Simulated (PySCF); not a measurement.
The group X on HS-X is varied. Isolated molecules, 0 K electronic values unless said otherwise. One relaxed conformer stands for each flexible species; it need not be the lowest. Strings in code marks are SMILES.

The brightest of the four lowest singlets (TDA) from two functionals at the same geometries (B3LYP-D3(BJ)/def2-TZVP), both in PySCF: PBE-D3(BJ)/def2-TZVP and B3LYP-D3(BJ)/def2-TZVP. B3LYP has the VWN-RPA correlation part, as in Gaussian. Excitations are Tamm–Dancoff values on a coarser integration grid. The basis has no diffuse functions, so Rydberg states are missing or too high.

```csv
species,PBE-D3(BJ)/def2-TZVP (eV),B3LYP-D3(BJ)/def2-TZVP (eV)
X = dimethylamino (`N(C)(S)C` (C–N–S–H torsion 67°)),6.04,6.54
X = formyl,5.94,6.43
X = boryl (`BS`),6.38,6.50
X = borono (`OB(O)S`),7.27,7.61
X = hydroxymethyl,6.86,7.31
X = methylsulfonyl (`CS(=O)(=O)S` (O–S–S–H torsion 30°)),5.85,6.34
"X = acetoxy (`CC(=O)OS` (O–C–O–S torsion -1°, C–O–S–H torsion 1°))",5.35,6.20
X = thioformyl (`SC=S` (S–C–S–H torsion 180°)),4.81,4.89
X = AlH2 (`[AlH2][SH]`),5.11,5.42
```

Over these rows, drawn at random from the members with no instability flagged (it was tested for open shells, ions and some series alone), PBE minus B3LYP-D3(BJ): mean -0.40 eV, from -0.85 eV to -0.08 eV.
